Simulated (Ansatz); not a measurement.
A nudged elastic band was laid between two geometries of FGe2H5 + H2 (10 atoms, charge 0, multiplicity 1).

Level of theory: Ansatz, RKS PBE-D4/def2-SVP.

- movable images: 7
- climbing image: yes
- spring: 5.0 eV/Å²
- optimiser: quadratic models (default)
- start path: through a guess of the saddle point
- force threshold: 0.05 eV/Å
- iteration limit: 60
- end points: relaxed

Initial state:

```xyz
10
Properties=species:S:1:pos:R:3
Ge 0.224 0.018 0.244
Ge 0.350 0.002 2.679
H -1.063 -0.180 3.294
H 1.253 -1.169 3.141
H 0.950 1.339 3.183
F 1.900 0.115 -0.319
H -0.493 1.266 -0.343
H -0.356 -1.289 -0.364
H -3.005 0.142 0.458
H -2.942 -0.245 1.119
```

Final state:

```xyz
10
Properties=species:S:1:pos:R:3
Ge -0.534 0.223 -0.784
Ge -0.159 -0.237 3.334
H -0.630 -0.630 4.761
H 1.080 -1.079 2.960
H 0.175 1.271 3.309
F 0.711 0.547 0.433
H 0.036 0.761 -2.120
H -0.741 -1.310 -0.809
H -1.802 0.990 -0.338
H -1.316 -0.536 2.346
```

Task: What changes between the two ends?

Result: Bonds broken: Ge1–Ge2, H9–H10. Bonds formed: Ge1–H9, Ge2–H10. FGe2H5 + H2 becomes FGeH3 + GeH4.

Task: What energy profile does the band end with?

Result: The run converged. The highest image is number 3 of 0 to 8, 54.1 kcal/mol above the first end and 53.9 kcal/mol above the last; the last end lies 0.1 kcal/mol above the first. Neighbouring images differ by up to 1.8 eV, so the band resolves the path poorly. A vibrational analysis at the climbing image gives one clearly imaginary mode, 1234i cm⁻¹: a first-order saddle point. The orbitals stay closed-shell, which can raise the energy where a bond breaks towards radicals; this wasn't checked here.

```csv
image,path coordinate (Å),energy (kcal/mol),Ge1–Ge2 (Å),H9–H10 (Å),Ge1–H9 (Å)
0,0.00,0.0,2.44,0.77,3.24
1,0.82,1.2,2.44,0.77,2.80
2,1.65,12.6,2.49,0.79,2.27
3,2.47,54.1,2.77,1.24,1.79
4,3.45,20.5,3.31,1.73,1.58
5,4.43,3.4,3.83,1.98,1.55
6,5.41,0.3,4.29,2.70,1.55
7,6.39,0.2,4.29,2.95,1.55
8,7.36,0.1,4.16,3.13,1.55
```

Task: What is the geometry of the highest image?

Result: 
```xyz
10
Properties=species:S:1:pos:R:3
Ge -0.408 0.039 -0.014
Ge -0.011 -0.025 2.728
H -1.167 -0.141 3.770
H 0.916 -1.254 2.865
H 0.745 1.302 2.958
F 1.389 0.176 0.261
H -0.680 1.438 -0.596
H -0.464 -1.352 -0.669
H -2.137 -0.109 0.409
H -1.364 -0.074 1.380
```

Time of the run: 2.2 min on 4 threads of Arm Neoverse V1 (shared host), peak memory 0.17 GiB.
